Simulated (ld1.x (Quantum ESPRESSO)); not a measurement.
## silver (Ag): excitation energies, all-electron against PAW

- Element: silver (Ag)
- Generator: ld1.x (Quantum ESPRESSO) 7.5
- Type: PAW
- Functional: LDA (PZ)
- Relativity: fully relativistic
- Frozen core: [Kr]
- Valence charge: 11
- Reference configuration: 4d9 5s0 5p0 (charge +2)
- Partial waves: 5s (bound, empty): rcut 1.90, rcutus 2.30 bohr; 5s channel at 2.65 Ry: rcut 1.90, rcutus 2.30 bohr; 5p (bound, empty): rcut 2.50, rcutus 3.05 bohr; 5p channel at -0.7 Ry: rcut 2.50, rcutus 3.05 bohr; 4d (bound): rcut 1.50, rcutus 1.60 bohr; 4d channel at 2 Ry: rcut 1.50, rcutus 1.60 bohr
- Local potential: all-electron potential smoothed inside 2.00 bohr (lloc = -2)
- Core correction: Bessel-smoothed model core inside 1.20 bohr
- Augmentation charge: BESSEL, radius 1.40 bohr

Open shells are filled in proportion to 2j + 1 (rel_dist='average').

Energies are relative to the spin-unpolarised reference configuration 4d9 5s0 5p0; without spin polarisation the order of configurations can differ from experiment.

```
valence configuration  charge  ΔE all-electron (eV)  error AE − PS (meV)
         4d10 5s1 5p0       0               -30.489                  -43
          4d8 5s0 5p0      +3                36.432                 -111
          4d7 5s0 5p0      +4                88.354                 -573
         4d10 5s0 5p1       0               -26.472                  -40
          4d9 5s2 5p0       0               -26.526                 +0.6
```

Task: What are ΔE and the potential's error for 4d10 5s0 5p0?

Result: ΔE = -22.384 eV all-electron; the error (AE − PS) is -55 meV.

Task: What are ΔE and the potential's error for 4d9 5s1 5p1?

Result: ΔE = -21.922 eV all-electron; the error (AE − PS) is +8.4 meV.

Levels in the configuration 4d9 5s1 5p1:

| level | all-electron (eV) | pseudo (eV) |
| --- | --- | --- |
| 4d j=3/2 | -13.009 | -12.997 |
| 4d j=5/2 | -12.402 | -12.391 |
| 5s j=1/2 | -7.030 | -7.028 |
| 5p j=1/2 | -2.415 | -2.422 |
| 5p j=3/2 | -2.196 | -2.202 |

The ghost test of this file was not conclusive.
